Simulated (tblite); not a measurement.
Compound: C6H8NSe (doublet state).
Atom-mapped SMILES: `[CH2:1]=[CH:2][C@@H:3]1[Se:4][CH:5]=[CH:6][C:7]1[NH2:8]` (hydrogens: H9, H10 on C1; H11 on C2; H12 on C3; H13 on C5; H14 on C6; H15, H16 on N8)
Bond orders are those of one Lewis drawing.

Computed with GFN2-xTB (tblite), gas phase: L-BFGS steps from a force-field or distance-geometry start until the largest atomic force falls under 0.01 eV/Å.

At the end of the run (lengths in Å): C7–N8 1.386, C6–C7 1.372, Se4–C5 1.878, C5=C6 1.384, C3–H12 1.096, C3–C7 1.504, C6–H14 1.079, C6–C7–N8 125.5°, C3–C7–N8 117.4°, C2–C3–C7 111.9°, Se4–C3–C7 104.8°, C1–C2–C3–Se4 -122°, C2–C3–Se4–C5 -118°, C3–Se4–C5–C6 -2°, H12–C3–C7–C6 -119°, H14–C6–C7–N8 4°.

Task: These geometries were met on the way; a selection of coordinates is given. Order them by energy above the end point, lowest first.
A. C7–N8 1.476, C6–C7 1.444, Se4–C5 1.949, C5=C6 1.328, C3–H12 1.083, C3–C7 1.488, C6–H14 1.111, C6–C7–N8 106.1°, C3–C7–N8 107.0°, C2–C3–C7 112.4°, Se4–C3–C7 97.4°, C1–C2–C3–Se4 -141°, C2–C3–Se4–C5 -142°, C3–Se4–C5–C6 17°, H12–C3–C7–C6 -83°, H14–C6–C7–N8 35°
B. C7–N8 1.349, C6–C7 1.398, Se4–C5 1.894, C5=C6 1.366, C3–H12 1.135, C3–C7 1.539, C6–H14 1.082, C6–C7–N8 115.1°, C3–C7–N8 114.2°, C2–C3–C7 118.0°, Se4–C3–C7 101.3°, C1–C2–C3–Se4 -140°, C2–C3–Se4–C5 -143°, C3–Se4–C5–C6 15°, H12–C3–C7–C6 -95°, H14–C6–C7–N8 25°
C. C7–N8 1.388, C6–C7 1.380, Se4–C5 1.871, C5=C6 1.379, C3–H12 1.089, C3–C7 1.512, C6–H14 1.084, C6–C7–N8 124.4°, C3–C7–N8 118.0°, C2–C3–C7 119.9°, Se4–C3–C7 104.8°, C1–C2–C3–Se4 -131°, C2–C3–Se4–C5 -132°, C3–Se4–C5–C6 2°, H12–C3–C7–C6 -111°, H14–C6–C7–N8 10°
D. C7–N8 1.378, C6–C7 1.373, Se4–C5 1.862, C5=C6 1.379, C3–H12 1.102, C3–C7 1.494, C6–H14 1.070, C6–C7–N8 117.8°, C3–C7–N8 118.1°, C2–C3–C7 121.0°, Se4–C3–C7 102.8°, C1–C2–C3–Se4 -138°, C2–C3–Se4–C5 -143°, C3–Se4–C5–C6 14°, H12–C3–C7–C6 -104°, H14–C6–C7–N8 15°
E. C7–N8 1.392, C6–C7 1.381, Se4–C5 1.888, C5=C6 1.384, C3–H12 1.103, C3–C7 1.524, C6–H14 1.083, C6–C7–N8 120.3°, C3–C7–N8 120.3°, C2–C3–C7 119.7°, Se4–C3–C7 104.9°, C1–C2–C3–Se4 -135°, C2–C3–Se4–C5 -137°, C3–Se4–C5–C6 5°, H12–C3–C7–C6 -105°, H14–C6–C7–N8 19°

Result: C (0.132 eV), E (0.238 eV), D (0.397 eV), B (0.650 eV), A (1.340 eV).

```csv
step,E above end (eV),"rms distance from the end, all atoms (Å)",largest force (eV/Å),rms shift of all bonds from the end (Å)
15,0.132,0.234,0.439,0.006
9,0.238,0.301,0.366,0.009
4,0.397,0.336,0.685,0.009
2,0.650,0.350,2.009,0.021
0,1.340,0.367,4.744,0.041
```

Rows stand in the order of the answer.
